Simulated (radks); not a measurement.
Values are calculated unless marked as measured or tabulated.
Sn+, configuration [Kr] 4d10 5s2 5p1. Level of theory: scalar-relativistic Kohn-Sham, r2SCAN, spin-unpolarised, spherical densities, finite nucleus; meta-GGA in the generalised Kohn-Sham scheme; Fermi nuclear charge, rms radius 4.6519 fm; hard spherical wall at 2 bohr (a radial shooting solver on a logarithmic mesh with Libxc functionals).

Radial electron density D(r) = 4 pi r^2 rho(r):

```
   r/bohr * D(r) (the largest magnitude, 82.7, reaches the edge; | marks zero)
 0.001435 | *
 0.001824 |  *
 0.002337 |   *
 0.002971 |      *
 0.003777 |        *
 0.004801 |            *
 0.006104 |                 *
 0.007759 |                       *
 0.009943 |                              *
  0.01264 |                                    *
  0.01607 |                                        *
  0.02043 |                                          *
  0.02597 |                                        *
  0.03301 |                                     *
  0.04197 |                                    *
  0.05378 |                                        *
  0.06837 |                                                 *
  0.08691 |                                                      *
   0.1105 |                                                  *
   0.1405 |                                         *
   0.1786 |                                     *
   0.2288 |                                           *
   0.2909 |                                           *
   0.3698 |                               *
   0.4701 |                *
   0.5976 |              *
   0.7597 |                *
   0.9735 |             *
    1.238 |         *
    1.573 |    *
```

D(r) has 4 maxima, at r = 0.0204, 0.0897, 0.264, 0.772 bohr, and minima at 0.0400, 0.172, 0.556 bohr, inside which lie 2.00, 11.12, 28.90 electrons.
